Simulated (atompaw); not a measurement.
**Plane-wave convergence, PAW (atompaw) potential for gold**

- Element: gold (Au)
- Generator: atompaw 4.2.0.5
- Type: PAW
- Functional: PBEsol
- Relativity: scalar-relativistic
- Frozen core: [Kr] 4d10 4f14
- Valence charge: 19
- Reference configuration: 5s2 5p6 5d10 6s0.5 6p0 (charge +0.5)
- Partial waves: 5s (bound): rc 1.05 bohr; 6s (bound): rc 1.40 bohr; 5p (bound): rc 1.50 bohr; 6p (bound, empty): rc 2.10 bohr; 5d (bound): rc 2.10 bohr; 5d channel at 2.2 Ry: rc 1.80 bohr
- Local potential: bessel scheme, radius 1.75 bohr
- Core correction: smooth core density matched at 2.10 bohr
- Augmentation charge: sinc compensation charge, radius 2.10 bohr; PAW radius 2.10 bohr; waves and projectors: custom polynom gramschmidtortho

The pseudo-atom Hamiltonian at the reference potential is diagonalised in spherical Bessel functions j_l(qr) that vanish at 20 bohr, with q² up to the cutoff. All-electron valence levels (Ry): 5s -8.2715, 6s -0.6915, 5p -4.6991, 6p -0.2567, 5d -0.8079.

Q: How do the lowest levels (Ry) of each channel move with the cutoff, and are there ghosts?

A:

| cutoff (Ry) | s #1 | s #2 | s #3 | p #1 | p #2 | p #3 | d #1 | d #2 | f #1 | f #2 | Σ f·Δε (mRy) |
| --- | --- | --- | --- | --- | --- | --- | --- | --- | --- | --- | --- |
| 8 | -7.5944 | -0.5702 | -0.0865 | -0.4130 | -0.0617 | 0.0366 | -0.4583 | -0.0189 | 0.0375 | 0.1511 | 30627.5 |
| 18 | -7.9162 | -0.6854 | -0.0995 | -4.4468 | -0.2565 | -0.0357 | -0.8020 | -0.0243 | 0.0375 | 0.1510 | 2286.4 |
| 35 | -8.1519 | -0.6912 | -0.1003 | -4.6970 | -0.2566 | -0.0357 | -0.8074 | -0.0244 | 0.0375 | 0.1510 | 256.5 |
| 55 | -8.2663 | -0.6915 | -0.1003 | -4.6987 | -0.2567 | -0.0357 | -0.8078 | -0.0245 | 0.0375 | 0.1510 | 13.4 |
| 90 | -8.2699 | -0.6915 | -0.1003 | -4.6991 | -0.2567 | -0.0357 | -0.8079 | -0.0245 | 0.0375 | 0.1510 | 3.5 |
| 140 | -8.2713 | -0.6915 | -0.1003 | -4.6991 | -0.2567 | -0.0357 | -0.8079 | -0.0245 | 0.0375 | 0.1510 | 0.4 |
| 400 | -8.2715 | -0.6915 | -0.1003 | -4.6991 | -0.2567 | -0.0357 | -0.8079 | -0.0245 | 0.0375 | 0.1510 | 0.0 |

Result: no extra level below or beside the all-electron valence levels (s, p, d, f tested); 10 mRy is reached at 60 Ry and 1 mRy at 110 Ry.
